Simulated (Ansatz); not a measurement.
A nudged elastic band was laid between two geometries of AlGeH$_{6}$N (9 atoms, charge 0, multiplicity 1).

These are results of RHF/def2-SVP in Ansatz, not measurements.

```json
{
  "movable images": "5",
  "climbing image": "yes",
  "spring": "5.0 eV/Å²",
  "optimiser": "quadratic models (default)",
  "start path": "through a guess of the saddle point",
  "force threshold": "0.05 eV/Å",
  "iteration limit": "60",
  "end points": "relaxed"
}
```

First end point:

```xyz
9
Properties=species:S:1:pos:R:3
N -1.139 0.948 -1.388
Al 0.038 0.980 -0.068
Ge 0.764 -1.180 0.989
H -1.560 0.126 -1.775
H -1.486 1.760 -1.864
H 0.585 2.389 0.396
H 2.296 -1.345 0.966
H 0.169 -2.411 0.277
H 0.334 -1.267 2.467
```

Last end point:

```xyz
9
Properties=species:S:1:pos:R:3
N -1.372 1.101 -1.022
Al 0.281 0.815 -0.464
Ge 0.787 -1.197 0.951
H -2.165 0.520 -0.826
H -1.658 1.878 -1.587
H 1.391 1.858 -0.887
H 1.310 -0.797 2.345
H 1.873 -2.086 0.313
H -0.448 -2.092 1.176
```

Question: What changes between the two ends?

Answer: No bond is made or broken. The dihedral N1–Al2–Ge3–H8 goes from 5 to 123°. The two ends are copies of one structure, up to a mirror image or an exchange of like atoms.

Question: Give the energies along the band, and the barrier.

Answer: The run converged. The highest image is number 3 of 0 to 6, 0.008 eV above the ends, which have the same energy within 2 meV. The top lies less than 8 meV above the higher end, about what the thresholds resolve: that end is a shoulder or a very shallow well. A vibrational analysis at the climbing image gives one clearly imaginary mode, 43i cm⁻¹: a first-order saddle point.

```json
{"image": "0", "path coordinate (Å)": "0.00", "energy (eV)": "0.000", "dihedral N1–Al2–Ge3–H8 (°)": "5"}
{"image": "1", "path coordinate (Å)": "0.65", "energy (eV)": "0.002", "dihedral N1–Al2–Ge3–H8 (°)": "24"}
{"image": "2", "path coordinate (Å)": "1.31", "energy (eV)": "0.006", "dihedral N1–Al2–Ge3–H8 (°)": "44"}
{"image": "3", "path coordinate (Å)": "1.96", "energy (eV)": "0.008", "dihedral N1–Al2–Ge3–H8 (°)": "63"}
{"image": "4", "path coordinate (Å)": "2.62", "energy (eV)": "0.005", "dihedral N1–Al2–Ge3–H8 (°)": "83"}
{"image": "5", "path coordinate (Å)": "3.27", "energy (eV)": "0.001", "dihedral N1–Al2–Ge3–H8 (°)": "103"}
{"image": "6", "path coordinate (Å)": "3.92", "energy (eV)": "0.000", "dihedral N1–Al2–Ge3–H8 (°)": "123"}
```

Question: What is the geometry of the highest image?

Answer: 
```xyz
9
Properties=species:S:1:pos:R:3
N -1.302 0.994 -1.185
Al 0.200 0.936 -0.255
Ge 0.795 -1.180 0.963
H -1.962 0.246 -1.275
H -1.622 1.787 -1.707
H 1.107 2.231 -0.251
H 2.087 -1.041 1.790
H 1.013 -2.351 -0.016
H -0.317 -1.622 1.936
```

The band took 7 iterations and roughly 70 core-seconds.

Time of the run: 74 s on 1 thread of Intel(R) Xeon(R) Platinum 8488C (Sapphire Rapids), on a shared host, peak memory 0.2 GiB.
